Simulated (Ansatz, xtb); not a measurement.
**Two isomers of C2H8BrNSi2**

Structure I: `C=N[SiH2]C[SiH2]Br`, a singlet. Structure II: `C=N[Si@H](Br)C[SiH3]`, a singlet. Both are isolated molecules in the gas phase, relaxed with PBE-D3(BJ)/def2-SVP; each stands in its lowest conformer found.

I (Å):

```
atom    x (Å)    y (Å)    z (Å)
   C  -1.6517  -0.0635  -0.7384
   C   1.4541   0.8549   1.5595
  Br   4.6128   0.0549   0.6929
   N  -0.6987  -0.3418   0.0571
  Si  -0.3661   0.3697   1.6473
  Si   2.3974  -0.3068   0.4053
   H  -2.4609   0.6831  -0.5258
   H  -1.7264  -0.5715  -1.7283
   H  -1.2743   1.5311   1.9894
   H  -0.5620  -0.7314   2.6506
   H   1.5706   1.8937   1.1856
   H   1.9120   0.8132   2.5698
   H   2.1534  -1.7466   0.7418
   H   2.1066  -0.0231  -1.0352
```

II (Å):

```xyz
14

C    -1.8601    0.2254    0.3702
C     1.8205    1.2039   -0.8101
Br    1.2253   -0.9941    1.6926
N    -0.9619    0.2386   -0.5313
Si    0.7169   -0.2514   -0.3939
Si    3.6868    0.8908   -0.6532
H    -1.6899   -0.1265    1.4197
H    -2.8920    0.5779    0.1381
H     0.9219   -1.3956   -1.3376
H     1.5406    2.0617   -0.1620
H     1.5855    1.4948   -1.8575
H     4.4458    2.0190   -1.2992
H     4.0885    0.7971    0.7903
H     4.0542   -0.3923   -1.3491
```

Quicker runs give these differences E(II) − E(I): GFN2-xTB +2.0 kcal/mol; HF/STO-3G −3.6 kcal/mol (at GFN2-xTB geometries); r2SCAN-D4/def2-SVP −4.8 kcal/mol (at GFN2-xTB geometries).

Task: Which of the two would you expect CCSD(T)/def2-SVP + ΔMP2/def2-TZVPP electronic energies to favour?

Result: Structure II; the calculation gives E(II) − E(I) = −3.3 kcal/mol.

How the difference moves with the method:

```
                             level             geometry  E(II) − E(I) (kcal/mol)  departure from the last row (kcal/mol)  job, with rough time for the two
                          GFN2-xTB             GFN2-xTB                      +2.0                                    +5.3              optimisation, 0.44 s
                         HF/STO-3G             GFN2-xTB                      −3.6                                    −0.3               single point, 0.5 s
                r2SCAN-D4/def2-SVP             GFN2-xTB                      −4.8                                    −1.5               single point, 3.2 s
               PBE-D3(BJ)/def2-SVP  PBE-D3(BJ)/def2-SVP                      −3.6                                    −0.2                optimisation, 50 s
                       HF/def2-SVP  PBE-D3(BJ)/def2-SVP                      −2.1                                    +1.2           part of the CCSD(T) run
                      MP2/def2-SVP  PBE-D3(BJ)/def2-SVP                      −3.3                                     0.0           part of the CCSD(T) run
                  CCSD(T)/def2-SVP  PBE-D3(BJ)/def2-SVP                      −3.2                                    +0.2                      single point
CCSD(T)/def2-SVP + ΔMP2/def2-TZVPP  PBE-D3(BJ)/def2-SVP                      −3.3                                                        single point, 51 s
```

As drawn, both hold the same kinds of bond in the same numbers.

GFN2-xTB puts the two in the other order. The largest departure from CCSD(T)/def2-SVP + ΔMP2/def2-TZVPP is that of GFN2-xTB, 5.3 kcal/mol. The last row adds to CCSD(T) the change of the MP2 difference between the two basis sets, here −0.2 kcal/mol.

With thermal terms from frequencies at re-optimised GFN2-xTB minima (ideal gas, soft modes damped towards free rotors, one conformer each, 298.15 K, 1 atm): on the last row, ΔE + ΔZPE = −3.5, ΔH = −3.4, ΔG = −3.5 kcal/mol.

The correlated steps freeze 22 core orbitals; the filled d shell of Br is correlated, in a basis made for valence electrons. Mirror images aren't counted in ΔG. Programs: Ansatz 0.2.0, xtb 6.7.1; the last row on 4 threads of Intel(R) Xeon(R) Platinum 8488C (Sapphire Rapids) on a shared host.
